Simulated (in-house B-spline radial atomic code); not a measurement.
Configurations of Pb⁶⁺, with energies counted from [Xe] 4f14 5d8. Computed with a radial B-spline atomic code at the basis-set limit: Dirac-Hartree-Fock, average of configuration, Fermi nucleus of rms radius 5.5012 fm. Energies include first-order Breit, QED and recoil terms.

Occupations are held fixed; configurations that lie above the ionisation limit could autoionise.

| configuration | E - E(ref) (eV) | highest orbital | its <r> (bohr) |
| --- | --- | --- | --- |
| [Xe] 4f14 5d7 7p1 | 66.159 | 7p3/2 | 3.902 |
| [Xe] 4f14 5d7 5g1 | 75.897 | 5g7/2 | 3.831 |
| [Xe] 4f14 5d7 6g1 | 84.059 | 6g7/2 | 6.127 |
| [Kr] 4d10 4f14 5s2 5p5 5d8 9f1 | 168.44 | 9f7/2 | 12.06 |
| [Xe] 4f13 5d8 8s1 | 201.71 | 8s1/2 | 5.315 |
| [Xe] 4f13 5d8 8p1 | 204.85 | 8p3/2 | 5.953 |
| [Xe] 4f13 5d8 7g1 | 215.05 | 7g7/2 | 8.857 |
| [Xe] 4f13 5d8 9g1 | 220.51 | 9g7/2 | 15.63 |

**Question.** Order these further configurations by energy, lowest first.
A. [Kr] 4d10 4f14 5s2 5p5 5d8 8g1
B. [Kr] 4d10 4f14 5s2 5p5 5d8 8s1
C. [Kr] 4d10 4f14 5s2 5p5 5d8 9s1
D. [Xe] 4f14 5d7 8g1
E. [Kr] 4d10 4f14 5s2 5p5 5d9

**Answer.** E (76.099 eV), D (92.262 eV), B (152.48 eV), C (160.85 eV), A (168.95 eV).

**Question.** How far above the reference does [Xe] 4f14 5d7 6p1 lie?

**Answer.** 38.098 eV; its least bound orbital is 6p3/2 with <r> = 2.222 bohr.

**Question.** How far above the reference does [Kr] 4d10 4f14 5s2 5p5 5d8 6f1 lie?

**Answer.** 149.87 eV; its least bound orbital is 6f7/2 with <r> = 3.967 bohr.

**Question.** How far above the reference does [Xe] 4f14 5d7 7f1 lie?

**Answer.** 82.744 eV; its least bound orbital is 7f7/2 with <r> = 6.275 bohr.
